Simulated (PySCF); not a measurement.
`C#CC(=C)/C=C\C#N`. Structure optimised with GFN2-xTB, isolated species.

```
atom  x, y, z in Å
C1    -1.0342    0.9552    1.9003
C2    -0.8000    0.2711    0.9428
C3    -0.5923   -0.5771   -0.1764
C4    -1.5064   -1.5091   -0.4898
C5     0.6150   -0.4225   -0.9675
C6     1.6037    0.4623   -0.7685
C7     1.6792    1.4268    0.2504
N8     1.8441    2.2463    1.0377
H9    -1.1957    1.5769    2.7295
H10   -2.4027   -1.6316    0.0926
H11   -1.3751   -2.1668   -1.3324
H12    0.7017   -1.1082   -1.8012
H13    2.4583    0.4771   -1.4352
```

(1) Where is the centre of mass (commonest isotopes), and what is the radius of gyration?

(2) What is the longest distance between nuclei?

(3) Work out the bond lengths C1–H9, C2–C3, C3=C4, C4–H10, C5–H12, C6–C7, C6–H13, C7≡N8 in Å.

(4) What is the repulsion energy of the bare nuclei, Σ ZA·ZB/RAB?

(5) Give the dihedral angles C5–C3–C4–H10, C3–C5–C6–H13, C4–C3–C5–H12, C3–C5–C6–C7, C5–C3–C4–H11, C4–C3–C5–C6.

(6) How far apart are these pairs, which share no bond: C2···C5, C3···C6, C6···N8, C6···H12, H9···H13, H10···H12?

(7) How far are the heavy atoms from their best plane (unweighted least squares)?

(8) What are the angles C2–C1–H9, C4–C3–C5, C2–C3–C5, H10–C4–H11, C3–C5–H12, C3–C5–C6, C5–C6–C7, C5–C6–H13?

(9) Write the matrix of distances between heavy atoms (Å, lower triangle).

## Answers

(1) Mass 103.042 u; centre at (0.229, 0.348, 0.204) Å; Rg = √(Σ m r²/M) = 2.026 Å. As Ia + Ib + Ic = 2 Σ m r², the three principal moments sum to 845.5 u·Å².

(2) N8···H11, 5.95 Å; the next longest distance is 5.83 Å.

(3) For C1–H9 the difference vector is (-0.1615, 0.6217, 0.8292) Å, of length 1.0489 Å. C1–H9 1.049; C2–C3 1.420; C3=C4 1.343; C4–H10 1.076; C5–H12 1.083; C6–C7 1.405; C6–H13 1.084; C7≡N8 1.148 Å.

(4) 289.25 Eh over 78 pairs, with full nuclear charges and distances in bohr; the largest single term is 19.35 Eh (C7 with N8).

(5) C5–C3–C4–H10 180° (antiperiplanar); C3–C5–C6–H13 180° (antiperiplanar); C4–C3–C5–H12 0° (synperiplanar); C3–C5–C6–C7 0° (synperiplanar); C5–C3–C4–H11 0° (synperiplanar); C4–C3–C5–C6 180° (antiperiplanar). Dihedral signs follow IUPAC: positive where, seen along the central bond, the front bond turns clockwise onto the rear one.

(6) C2···C5 2.476 Å (2 bonds apart); C3···C6 2.501 Å (2 bonds apart); C6···N8 2.550 Å (2 bonds apart); C6···H12 2.085 Å (2 bonds apart); H9···H13 5.649 Å (6 bonds apart); H10···H12 3.674 Å (4 bonds apart).

(7) 0.001 Å rms; none is more than 0.001 Å off.

(8) From the scalar product of the two bond vectors; for C2–C1–H9 it is -1.2571 Å² over 1.1999 × 1.0489 Å², cos θ = -0.998868. C2–C1–H9 177.3°; C4–C3–C5 120.9°; C2–C3–C5 119.2°; H10–C4–H11 117.1°; C3–C5–H12 114.8°; C3–C5–C6 127.0°; C5–C6–C7 126.9°; C5–C6–H13 119.9°.

(9) 
```
C1    0.000
C2    1.200  0.000
C3    2.618  1.420  0.000
C4    3.465  2.392  1.343  0.000
C5    3.584  2.476  1.452  2.431  0.000
C6    3.785  2.957  2.501  3.693  1.342  0.000
C7    3.210  2.822  3.059  4.395  2.457  1.405  0.000
N8    3.270  3.302  3.922  5.259  3.557  2.550  1.148  0.000
```

Stationary, but not proved a minimum. One conformer, not necessarily the lowest.

These are computed values.
